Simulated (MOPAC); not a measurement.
MOPAC input (MNDO):

```
MNDO 1SCF GEO-OK AUX(PRECISION=9) THREADS=1
C3H2O

C    -1.82422400 1   -0.00727500 1   -0.06648000 1
C    -0.54561500 1    0.31879700 1   -0.02996500 1
C     0.69460200 1   -0.03732300 1    0.02657300 1
O     1.85279800 1   -0.16939700 1    0.07307400 1
H    -2.60217500 1    0.74973500 1   -0.11870600 1
H    -2.16878700 1   -1.03975800 1   -0.04665000 1
```

Output:

```
 *******************************************************************************
 **                                                                           **
 **                              MOPAC v23.2.5                                **
 **                                                                           **
 *******************************************************************************
 ** MOPAC's Digital Object Identifier: https://doi.org/10.5281/zenodo.6511958 **
 **                                                                           **
 ** Please cite the open-source release paper for use of this MOPAC version:  **
 ** J. E. Moussa and J. J. P. Stewart (2026)                                  **
 ** MOPAC: An open-source semiempirical molecular orbital program             **
 ** J. Open Source Softw., 11(119), 8025, https://doi.org/10.21105/joss.08025 **
 *******************************************************************************

                              MNDO CALCULATION RESULTS

 *******************************************************************************
 *  MNDO       - The MNDO Hamiltonian to be used
 *  GEO-OK     - OVERRIDE INTERATOMIC DISTANCE AND OTHER SAFETY CHECKS
 *  1SCF       - DO 1 SCF AND THEN STOP
 *  AUX        - OUTPUT AUXILIARY INFORMATION
 *******************************************************************************
MNDO 1SCF GEO-OK AUX(PRECISION=9) THREADS=1
 C3H2O

   ATOM   CHEMICAL          X               Y               Z
  NUMBER   SYMBOL      (ANGSTROMS)     (ANGSTROMS)     (ANGSTROMS)

     1       C         -1.82422400  *  -0.00727500  *  -0.06648000  *
     2       C         -0.54561500  *   0.31879700  *  -0.02996500  *
     3       C          0.69460200  *  -0.03732300  *   0.02657300  *
     4       O          1.85279800  *  -0.16939700  *   0.07307400  *
     5       H         -2.60217500  *   0.74973500  *  -0.11870600  *
     6       H         -2.16878700  *  -1.03975800  *  -0.04665000  *

          CARTESIAN COORDINATES

    NO.       ATOM           X           Y           Z

     1         C         -1.8242     -0.0073     -0.0665
     2         C         -0.5456      0.3188     -0.0300
     3         C          0.6946     -0.0373      0.0266
     4         O          1.8528     -0.1694      0.0731
     5         H         -2.6022      0.7497     -0.1187
     6         H         -2.1688     -1.0398     -0.0467

  H: (MNDO): M.J.S. DEWAR, W. THIEL, J. AM. CHEM. SOC., 99, 4899, (1977)
  C: (MNDO): M.J.S. DEWAR, W. THIEL, J. AM. CHEM. SOC., 99, 4899, (1977)
  O: (MNDO): M.J.S. DEWAR, W. THIEL, J. AM. CHEM. SOC., 99, 4899, (1977)

           Empirical Formula: C3 H2 O  =     6 atoms

      MOLECULAR POINT GROUP   :   Cs

      RHF CALCULATION, NO. OF DOUBLY OCCUPIED LEVELS = 10

 -------------------------------------------------------------------------------
 MNDO 1SCF GEO-OK AUX(PRECISION=9) THREADS=1
 C3H2O

     1SCF WAS SPECIFIED, SO BFGS WAS NOT USED
     SCF FIELD WAS ACHIEVED

                              MNDO CALCULATION
                                                       MOPAC v23.2.5 Linux

          FINAL HEAT OF FORMATION =         27.72999 KCAL/MOL =     116.02226 KJ/MOL

          COSMO AREA              =         92.87 SQUARE ANGSTROMS
          COSMO VOLUME            =         74.05 CUBIC ANGSTROMS

          IONIZATION POTENTIAL    =          9.171230 EV
          HOMO LUMO ENERGIES (EV) =         -9.171 -0.545
          NO. OF FILLED LEVELS    =         10
          MOLECULAR WEIGHT        =         54.0482         POINT GROUP:  Cs

          MOLECULAR DIMENSIONS (Angstroms)

            Atom       Atom       Distance
            H     5    O     4     4.55284
            H     6    O     4     1.66546
            H     5    C     2     0.00000

          SCF CALCULATIONS        =          1

   ATOM   CHEMICAL          X               Y               Z
  NUMBER   SYMBOL      (ANGSTROMS)     (ANGSTROMS)     (ANGSTROMS)

     1       C         -1.82422400  *  -0.00727500  *  -0.06648000  *
     2       C         -0.54561500  *   0.31879700  *  -0.02996500  *
     3       C          0.69460200  *  -0.03732300  *   0.02657300  *
     4       O          1.85279800  *  -0.16939700  *   0.07307400  *
     5       H         -2.60217500  *   0.74973500  *  -0.11870600  *
     6       H         -2.16878700  *  -1.03975800  *  -0.04665000  *

                             CARTESIAN COORDINATES

   1    C       -1.824224000    -0.007275000    -0.066480000
   2    C       -0.545615000     0.318797000    -0.029965000
   3    C        0.694602000    -0.037323000     0.026573000
   4    O        1.852798000    -0.169397000     0.073074000
   5    H       -2.602175000     0.749735000    -0.118706000
   6    H       -2.168787000    -1.039758000    -0.046650000

           Empirical Formula: C3 H2 O  =     6 atoms

      MOLECULAR POINT GROUP   :   Cs

                  EIGENVALUES
 -44.91187 -36.32043 -27.24396 -18.96399 -16.46844 -16.26222 -15.92451 -14.89861
 -10.61445  -9.17123  -0.54492   1.00773   2.34989   4.07905   4.40332   4.75695
   6.47825   7.52483

              NET ATOMIC CHARGES AND DIPOLE CONTRIBUTIONS

  ATOM NO.   TYPE          CHARGE      No. of ELECS.   s-Pop       p-Pop
    1          C           0.194904        3.8051     1.21111     2.59399
    2          C          -0.457711        4.4577     1.20979     3.24792
    3          C           0.368658        3.6313     1.19588     2.43547
    4          O          -0.170561        6.1706     1.86575     4.30481
    5          H           0.042580        0.9574     0.95742
    6          H           0.022130        0.9779     0.97787
 DIPOLE           X         Y         Z       TOTAL
 POINT-CHG.    -1.559    -0.592    -0.038     1.668
 HYBRID        -0.148    -0.281     0.003     0.317
 SUM           -1.706    -0.873    -0.035     1.917

          ATOMIC ORBITAL ELECTRON POPULATIONS

     Atom    s        px        py        pz
    1  C   1.21111   0.88482   0.90376   0.80541
    2  C   1.20979   0.87161   1.29686   1.07944
    3  C   1.19588   0.87179   0.86528   0.69839
    4  O   1.86575   1.18894   1.69898   1.41689
    5  H   0.95742
    6  H   0.97787

 **********************
 *                    *
 * JOB ENDED NORMALLY *
 *                    *
 **********************

 == MOPAC DONE ==
```

The geometry given is a B3LYP-D3(BJ)/def2-TZVP minimum.
